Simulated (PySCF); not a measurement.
Sn(OMe)(SH) (CH4OSSn), SMILES [O](C)[Sn][SH] (connectivity only; charge and spin as stated), neutral, multiplicity 1.

Geometry: B3LYP-D3(BJ)/def2-SVP. The def2 effective core potentials stand for the cores of Sn; spin–orbit coupling is left out. Other conformers were not sampled.

Two levels are set side by side: PBE/def2-TZVP (PySCF) and M06-2X/def2-TZVP (PySCF). Same geometry, gas phase. Differences are taken from unrounded values.

```csv
quantity,M06-2X
orbital gap (eV),6.70
highest occupied level (eV),-8.28
lowest empty level (eV),-1.58
dipole moment (D),2.03
mean polarisability (bohr³),77.4
```

### Question
What does PBE give, and how far is it from M06-2X? (An estimate is asked for; the answer gives what the named calculation found.)

### Answer

```json
[
 {"quantity": "orbital gap (eV)", "PBE": "3.20", "PBE minus M06-2X": "-3.50"},
 {"quantity": "highest occupied level (eV)", "PBE": "-6.16", "PBE minus M06-2X": "2.13"},
 {"quantity": "lowest empty level (eV)", "PBE": "-2.96", "PBE minus M06-2X": "-1.37"},
 {"quantity": "dipole moment (D)", "PBE": "1.62", "PBE minus M06-2X": "-0.41"},
 {"quantity": "mean polarisability (bohr³)", "PBE": "81.1", "PBE minus M06-2X": "3.7"}
]
```

Without exact exchange PBE keeps part of each electron's self-repulsion, which lifts occupied levels and narrows the gap. Loosely held outer electrons make PBE densities more polarisable. Differences between two approximate levels are no errors against the true value.

Rough cost on one machine, each run with all the roots and properties that it gave: M06-2X against PBE about 3 times.
